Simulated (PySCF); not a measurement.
Run record: geometry optimisation, `CC(C)[C@H](C)[SiH2]N(C)C`.

Method: PBE0-D3(BJ)/def2-SVP geometry optimisation, gas phase (PySCF 2.14.0). Start geometry: GFN2-xTB. The command runs a driver script over a list of jobs; the input below is this job's line of settings and its coordinates in Å.

Command:
```bash
OMP_NUM_THREADS=1 python probes_run.py task.json out
```

Input:
```
{"job": {"xc": "PBE0", "basis": "def2-SVP", "d3": "d3bj", "grid": 1, "kind": "geom"}, "charge": 0, "multiplicity": 1}
C     -1.934351    -1.021294     0.897786
C     -1.300719     0.295861     0.459890
C     -2.345607     1.413009     0.492230
C     -0.614897     0.196691    -0.914843
C     -1.508845    -0.406740    -1.994547
Si     1.036610    -0.756346    -0.865080
N      2.008696    -0.125004     0.407066
C      3.124340    -0.885120     0.908247
C      2.204940     1.291837     0.594292
H     -1.213212    -1.831480     0.832371
H     -2.792454    -1.265244     0.276179
H     -2.274686    -0.947347     1.929040
H     -0.526602     0.549724     1.192661
H     -1.899544     2.369249     0.224150
H     -2.769237     1.504124     1.490625
H     -3.158538     1.208289    -0.200782
H     -0.399524     1.224822    -1.230435
H     -2.468119     0.104233    -2.052742
H     -1.025753    -0.320673    -2.965172
H     -1.689465    -1.461761    -1.808951
H      0.864706    -2.174070    -0.532132
H      1.634377    -0.678581    -2.215588
H      3.286798    -0.650043     1.963910
H      2.917406    -1.946669     0.811470
H      4.048929    -0.660514     0.362125
H      3.097246     1.650068     0.065940
H      1.343117     1.840657     0.227567
H      2.333488     1.509679     1.658935
```

Q: Estimate the output.

A: 
```
step   0  E = -621.60325827  max force = 0.013664
step   1  E = -621.60750572  max force = 0.003553
step   2  E = -621.60766945  max force = 0.001071
step   3  E = -621.60775016  max force = 0.000906
step   4  E = -621.60781689  max force = 0.001768
step   5  E = -621.60787313  max force = 0.001981
step   6  E = -621.60788559  max force = 0.000911
step   7  E = -621.60789432  max force = 0.000294
optimisation converged
```

Energies in Eh; «max force» is the largest Cartesian gradient component in Eh/bohr.

Q: Give the first gradient maximum in eV/Å.

A: With 1 Eh/bohr = 51.422 eV/Å, 0.703 eV/Å.

Q: How much energy does the optimisation release, in eV?

A: E(step 0) − E(last step) = 0.004636 Eh, which is 0.126 eV.

Summary of the converged run: final energy -621.60789 Eh after 7 steps; dipole 0.82 D.

The run took about 10 min of CPU time (one thread, shared machine).
Labels such as C1 count atoms from 1, the log's own numbers from 0.
